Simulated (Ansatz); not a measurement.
The same molecule with X = Ti, Zr, Hf. Ansatz, PBE0-D4/def2-TZVP geometries, multiplicity 1.

Elements past krypton have def2 core potentials. Scalar relativity is left out up to krypton.

```tsv
X	molecule	mean X–C bond length / Å	mean X–F bond length / Å	HOMO–LUMO gap (B3LYP/def2-TZVPP) / eV	LUMO energy (PBE0/def2-TZVPP) / eV	size of the dipole moment (PBE/def2-TZVPP) / D
Ti	`C#[C][Ti]([F])([F])[C]#C`	2.007	1.738	4.55	-3.51	1.92
Zr	`C#[C][Zr]([F])([F])[C]#C`	2.174	1.887	5.42	-2.57	1.62
```

(1) Give the row for X = Hf, `C#[C][Hf]([F])([F])[C]#C`. (An estimate is asked.)

## Answers

(1) The calculation gave: 
```
 X                    molecule  mean X–C bond length / Å  mean X–F bond length / Å  HOMO–LUMO gap (B3LYP/def2-TZVPP) / eV  LUMO energy (PBE0/def2-TZVPP) / eV  size of the dipole moment (PBE/def2-TZVPP) / D
Hf  `C#[C][Hf]([F])([F])[C]#C`                     2.172                     1.891                                   5.75                               -2.25                                            1.66
```

From Ti to Hf the mean X–C bond length isn't monotonic: highest at Zr, lowest at Ti; the mean X–F bond length rises at each step, by 0.153 Å in all; the HOMO–LUMO gap (B3LYP/def2-TZVPP) rises at each step, by 1.20 eV in all; the LUMO energy (PBE0/def2-TZVPP) rises at each step, by 1.26 eV in all. Dipoles are sizes alone, and their direction can turn along the series.

B3LYP here is the variant with VWN-RPA as its local correlation; programs differ in this.
